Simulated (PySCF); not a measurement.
Two species compared at the same levels of theory.

First species: C4H5Cl2F.
Cartesian coordinates in Å at the PBE0-D3(BJ)/def2-SVP level; atoms count from 1:
```
atom  x, y, z in Å
F1     2.1376   -1.0269   -0.6399
C2     0.9888   -0.9233    0.1023
C3     0.2998    0.3606   -0.2192
C4    -1.0016    0.6332   -0.0866
C5    -2.0600   -0.3148    0.3807
Cl6   -1.6761   -1.0498    1.9655
Cl7   -2.3789   -1.5994   -0.8306
H8     1.2560   -0.9461    1.1750
H9     0.3434   -1.7930   -0.1013
H10    0.9669    1.1527   -0.5760
H11   -1.3630    1.6325   -0.3464
H12   -3.0172    0.1985    0.5186
```

Second species: C7H5N.
Geometry (PBE0-D3(BJ)/def2-SVP, Å), atoms numbered from 1 in this order:
```xyz
13
C7H5N angstrom
C      3.121   -0.331   -0.133
C      2.098    0.312   -0.008
C      0.930    1.094    0.141
C     -0.337    0.595    0.098
C     -1.431    1.507    0.263
N     -2.337    2.219    0.392
C     -0.647   -0.816   -0.106
C     -1.887   -1.322   -0.149
H      4.025   -0.902   -0.244
H      1.070    2.168    0.299
H      0.224   -1.467   -0.227
H     -2.053   -2.390   -0.305
H     -2.770   -0.686   -0.030
```

Levels: B3LYP/def2-SVPD for dipole moment, HOMO energy, LUMO energy, HOMO–LUMO gap, static isotropic polarisability and electronic spatial extent ⟨r²⟩ about the centre of nuclear charge; TDDFT B3LYP/def2-SVPD for lowest singlet excitation; PBE0-D3(BJ)/def2-SVP for rotational constant A and rotational constant C. Geometries: PBE0-D3(BJ)/def2-SVP. Each structure is a single optimised conformer of the isolated species, non-relativistic unless stated; the electronic structure was computed with PySCF and density fitting.

The conformers computed, where there is a choice (atom-mapped SMILES and torsion angles):
- `[F:1][CH2:2]/[CH:3]=[CH:4]\[CH:5]([Cl:6])[Cl:7]`: F1–C2–C3–C4 155°, C3–C4–C5–Cl6 54°
- `[CH:1]#[C:2]/[CH:3]=[C:4](/[C:5]#[N:6])[CH:7]=[CH2:8]`: C3–C4–C7–C8 180°

**Question.** Which has the higher rotational constant C?

**Answer.** The second: 0.996 GHz against 0.943 GHz, a difference of 0.053 GHz.

**Question.** Which has the higher rotational constant A?

**Answer.** The second: 3.689 GHz against 2.215 GHz, a difference of 1.474 GHz.

**Question.** Which has the higher S1 energy?

**Answer.** The first: 5.80 eV against 4.34 eV, a difference of 1.46 eV.

**Question.** Which has the higher static isotropic polarisability?

**Answer.** The second: 99.6 au against 78.7 au, a difference of 20.9 au.

**Question.** Which of the two has the higher LUMO energy, and by how much?

**Answer.** The first: -1.60 eV against -2.78 eV, a difference of 1.18 eV.

**Question.** Which has the higher dipole moment?

**Answer.** The second: 4.00 D against 2.27 D, a difference of 1.73 D.

**Question.** Which of the two has the higher HOMO–LUMO gap, and by how much?

**Answer.** The first: 6.21 eV against 4.25 eV, a difference of 1.96 eV.

**Question.** Which of the two has the higher ⟨r²⟩, and by how much?

**Answer.** The first: 1234 bohr² against 1094 bohr², a difference of 140 bohr².

On the first: The dipole matches unit charges of opposite sign 0.47 Å apart (1 e·Å = 4.8032 D). The polarisability is 11.66 Å³ as a volume (1 au = 0.148185 Å³), or 1.09 au for each of the 72 electrons.

On the second: No computed singlet falls in the visible range (750 to 380 nm, 1.65 to 3.26 eV); S1 lies 1.08 eV above its blue end. In atomic units the dipole is 1.58 e·bohr (1 au = 2.5417 D).
